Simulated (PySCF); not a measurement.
Species: C4H13NOSi3.
Atom-mapped SMILES: `[O:1]=[C:2]([SiH2:3][N:4]([SiH3:5])[SiH3:6])[CH:7]1[CH2:8][CH2:9]1`

NICS is the negative of the GIAO shielding at a point without a nucleus: at the ring centre (0) and 1 Å above and below it (1); zz is the component along the ring normal. Level: GIAO PBE0/pcSseg-1 (PySCF, non-relativistic, gas phase) on the GFN2-xTB geometry, one conformer.

Ring bond lengths (Å), with Mayer bond orders in brackets: C7–C8 1.509 (0.91), C8–C9 1.483 (0.98), C9–C7 1.513 (0.90).

Q: What do the NICS probes read (ppm)?

A: 
```tsv
ring	type	NICS(0)	NICS(1), two faces	NICS(1)zz, two faces	rms pucker (Å)	centre to ring atoms, mean (Å)
C7–C8–C9	3-membered carbocycle; formal bonds all single	-41.4	-7.2 / -8.4	-26.6 / -24.4	0.00	0.87
```

Q: What can be read from them?

A: 
- C7–C8–C9: mean NICS(1)zz -25.5 ppm, shielded. C7, C8, C9 have four or more neighbours, so the value isn't read as a sign of a π ring current. NICS(0) lies 34 ppm below the mean NICS(1).

Q: Give the inner angles of the rings and the Hirshfeld charges of the ring atoms.

A: 
- C7–C8–C9: C7 58.8° (-0.050 e), C8 60.7° (-0.074 e), C9 60.5° (-0.073 e); sum 180.0° against 180° for a flat convex ring.

Q: What are the shieldings of the ring atoms and their hydrogens in the same run (means over atoms taken as equivalent)?

A: 
```tsv
atoms	environment	σ isotropic (ppm)	principal values of the symmetric part, first atom (ppm)
C7	sp3 carbon next to a carbonyl	151.6	89.5, 140.1, 225.0
C8 (×2)	three-membered-ring carbon	176.1	151.2, 175.9, 203.4
H on C7	methine hydrogen	29.50	23.6, 27.5, 37.5
H on C8 (×2)	methylene hydrogen	30.52	24.8, 26.1, 40.6
H on C8 (×2)	methylene hydrogen	30.55	24.4, 28.4, 39.0
```

The values belong to the conformer `[O:1]=[C:2]([SiH2:3][N:4]([SiH3:5])[SiH3:6])[CH:7]1[CH2:8][CH2:9]1`: O1–C2–Si3–N4 -6°, C2–Si3–N4–Si5 5°, O1–C2–C7–C8 -153°.
